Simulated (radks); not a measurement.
Results of a calculation; reference values are marked as such.
These are the eigenvalues of the occupied orbitals of an atom or ion with whole-number occupations (eV). Code: a radial shooting solver on a logarithmic mesh with Libxc functionals. Model: Dirac Kohn-Sham, PBE, spin-unpolarised, spherical densities, finite nucleus; Fermi nuclear charge, rms radius of each element as measured or else 0.836 A^(1/3) + 0.57 fm.

1s1/2: -61474.54

Which element is it, and in what charge state? The configuration may be excited. Open shells, if any, fill j = l - 1/2 first.

Answer. Z = 66, dysprosium, charge +64: Dy64+ in [He]. The 1s level, -2259.1 hartree, gives Z - s = 67.2 by -(Z - s)^2/2, which with screening and relativity narrows Z to a few neighbours, and the depths must fix Z and the occupations together.
